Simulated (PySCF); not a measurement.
PySCF 2.14 output of an unrestricted revPBE calculation on a single atom or ion in aug-cc-pwCVDZ-PP with ECP28MDF (6s6p5d3f, 70 functions), with scalar relativity through the core potential:

```
SCF conv_tol = 1e-09
number electrons alpha = 8  beta = 5
    Y. Zhang and W. Yang.,  Phys. Rev. Lett. 80, 890 (1998)
    J. P. Perdew, K. Burke, and M. Ernzerhof.,  Phys. Rev. Lett. 77, 3865 (1996)
    J. P. Perdew, K. Burke, and M. Ernzerhof.,  Phys. Rev. Lett. 78, 1396 (1997)
cycle= 1 E= -46.8140212026531  delta_E= -0.0159  |g|= 0.0195  |ddm|= 1.81
cycle= 2 E= -46.8106739019399  delta_E= 0.00335  |g|= 0.0629  |ddm|= 0.379
cycle= 3 E= -46.8152414539754  delta_E= -0.00457  |g|= 0.0103  |ddm|= 0.152
cycle= 4 E= -46.8153913002689  delta_E= -0.00015  |g|= 0.00155  |ddm|= 0.0951
cycle= 5 E= -46.8153960948119  delta_E= -4.79e-06  |g|= 0.000317  |ddm|= 0.00981
cycle= 6 E= -46.8153962415519  delta_E= -1.47e-07  |g|= 2.99e-05  |ddm|= 0.00146
cycle= 7 E= -46.8153962433235  delta_E= -1.77e-09  |g|= 6.78e-06  |ddm|= 0.000214
cycle= 8 E= -46.8153962434123  delta_E= -8.88e-11  |g|= 2.89e-07  |ddm|= 2.69e-05
converged SCF energy = -46.8153962434123  <S^2> = 3.78433  2S+1 = 4.0171283
```

The run itself started from symmetry-adapted Hartree-Fock orbitals and held the occupation by maximum overlap, on a logarithmic radial grid, so the iterations belong to that start.

Task: Which element, charge and spin multiplicity is this?

Result: Zr⁻ (zirconium, charge -1), multiplicity 4; the state was [Kr] 4d3 5s2, high-spin 4F determinant.

Energies and moments cover only the electrons outside the core potential. At revPBE the highest occupied level has a positive energy, so only the finite basis holds that electron; in a semilocal or global hybrid functional this comes from self-interaction and does not mean that the real anion is unbound.
